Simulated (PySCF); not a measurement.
Vertical excitations of a molecule CH7F2NSi2 from TDDFT-PBE/def2-SVPD (PySCF), as energy in eV (oscillator strength): 6.31 (0.017), 6.70 (0.020), 6.86 (0.029), 7.10 (0.042), 7.50 (0.019), 7.58 (0.002), 7.71 (0.004), 8.01 (0.009), 8.02 (0.018), 8.08 (0.025). Lowest triplet (TDA): 6.03 eV. Geometry: B3LYP-D3(BJ)/def2-SVP. The values are those of a single conformer.

Q: Which structure fits?
(A) CN([SiH2]F)[SiH2]F
(B) N[Si@H](F)[C@H](F)[SiH3]
(C) C[SiH2]N[SiH](F)F
(D) CN[Si@H](F)[SiH2]F

A: C, C[SiH2]N[SiH](F)F
